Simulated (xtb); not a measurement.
xtb input:

```bash
xtb mol.xyz --gfn 1 --opt tight --chrg 1 --uhf 0
```
mol.xyz:
```
5

N     -1.06616376     0.26085306     0.21523175
C      0.14270879    -0.03491586    -0.02880933
O      1.21557910    -0.29740978    -0.24539496
H     -1.63611033    -0.34254441     0.80947549
H     -1.48162886     1.10534638    -0.18008208
```

Question: What final total energy does it print?

Answer: -10.55858 Eh (GFN1-xTB).

It need not be the lowest isomer of its formula.
